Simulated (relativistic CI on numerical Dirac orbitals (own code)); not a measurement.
One change at a time: Yb XXXVII

Base calculation: Dirac-Coulomb-Breit CI, separate exchange-only KLI orbitals for each configuration, model QED (radiative potential, 1s self-energy scaled to tabulated hydrogen-like ionisation energies), unscaled Slater integrals.

Configurations in the expansion (outside the closed core [Ar] 3d10): 4s2.4p4, 4s.4p5, 4s2.4p3.4d, 4p6, 4s.4p4.4d, 4s2.4p3.4f, 4s.4p4.4f, 4p5.4d, 4s.4p3.4d2, 4s2.4p2.4d.4f, 4p5.4f, 4p4.4d.4f, 4s2.4p3.5s, 4s.4p3.4f2, 4p5.5s, 4s2.4p3.5p, 4s.4p3.4d.5s, 4s2.4p2.4f.5s, 4s.4p4.5s, 4s2.4p3.5d, 4s.4p4.5p, 4s2.4p3.5f, 4s2.4p3.5g, 4s.4p4.5d, 4p4.4f.5s, 4s.4p4.5f, 4s2.4p3.6s, 4s2.4p2.4d2, 4s2.4p.4d3, 4s.4p2.4d3, 4s2.4p.4d2.4f, 4s.4p2.4d2.4f, 4s2.4p.4d2.5s, 4p4.4d2, 4p3.4d3, 4p3.4d2.4f, 4p3.4d2.5s, 4s2.4p2.4d.5s, 4s.4p2.4d2.5s, 4s2.4p.4d.4f.5s, 4s.4p2.4d.4f.5s, 4s2.4p.4d.5s2, 4p4.4d.5s, 4p3.4d.4f.5s, 4p3.4d.5s2, 4s2.4p2.5s2, 4s.4p2.4d.5s2, 4s2.4p.4f.5s2, 4s.4p2.4f.5s2. Double excitations out of closed p, d and f shells are left out; levels of such configurations are missing from the list, as are those of other unlisted configurations, and high levels can miss mixing partners. These lack a partner that the ground configuration has and come out too high: 4s2.4p3.5p, 4s2.4p3.5d, 4s.4p4.5p, 4s2.4p3.5f, 4s2.4p3.5g.

Variants: (1) only the first 3 configurations. Shifts of the energy above 4s2.4p4 3P_2, in cm⁻¹, for the lowest level and the first level of each name with at least 55 % of one term (blank where a level changes its place among those of its configuration and J or its character, or is not in the variant):

```json
{"Level": "4s2.4p4 3P_2", "Base": "0", "Δ(1)": "0"}
{"Level": "4s2.4p4 1S_0", "Base": "67788", "Δ(1)": "+2378"}
{"Level": "4s2.4p4 3P_1", "Base": "544118", "Δ(1)": "+2772"}
{"Level": "4s2.4p4 1D_2", "Base": "578776", "Δ(1)": "+5394"}
{"Level": "4s2.4p3.4d 3P°_0", "Base": "1138380", "Δ(1)": "+1358"}
{"Level": "4s2.4p4 3P_0", "Base": "1150904", "Δ(1)": "+10423"}
{"Level": "4s2.4p3.4d 3G°_5", "Base": "1807661", "Δ(1)": "+3507"}
{"Level": "4s.4p4.4d 3D_1", "Base": "2435593", "Δ(1)": ""}
{"Level": "4s.4p4.4d 5F_5", "Base": "2449222", "Δ(1)": ""}
```

At this charge energies of transitions that change n are usually good to better than 1 %, and those within a shell (Δn = 0) to a few per cent.

Ionisation energy from the two ground configurations alone: base 1618.03 eV. The NIST ASD value (theoretical) is 1618 eV.

LS names give the leading component of a level, which can be under half, so a name can repeat, a term be missing and a line seem to break the LS rules.
